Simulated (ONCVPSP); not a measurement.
# Configuration tests for oxygen (O) (ONCV)

oxygen (O), optimised norm-conserving Vanderbilt (ONCV), made with ONCVPSP 4.0.1 (PBEsol, scalar-relativistic). Core [He], reference 2s1 2p5. Waves: 2s: rc 0.60 bohr, ncon 5, nbas 9, qcut 8.4 1/bohr, 2 projectors, debl 2.9 Ha; 2p: rc 2.00 bohr, ncon 5, nbas 8, qcut 6.3 1/bohr, 1 projector. Local part: polynomial inside 0.55 bohr (lpopt 5, dvloc0 0 Ha). Core correction: none.

Energies are relative to the spin-unpolarised reference configuration 2s1 2p5; without spin polarisation the order of configurations can differ from experiment.

(1) Give the all-electron excitation energy and the error of the potential for: 2s2 2p4; 2s2 2p3; 2s2 2p2; 2s1 2p4.

Levels in the configuration 2s1 2p4:

```json
{"level": "2s", "all-electron (eV)": "-39.631", "pseudo (eV)": "-39.706"}
{"level": "2p", "all-electron (eV)": "-24.477", "pseudo (eV)": "-24.362"}
```

Note: ghosts flagged at negative energy: s at -416.6 eV; GHOST(+) flags only above 600 eV. A true bound ghost makes a file unfit for plane-wave use.

## Answers

(1)

```tsv
valence configuration	charge	ΔE all-electron (eV)	error AE − PS (meV)
2s2 2p4	0	-14.854	-2.7
2s2 2p3	+1	1.505	+236
2s2 2p2	+2	34.983	+1042
2s1 2p4	+1	16.643	+35
```
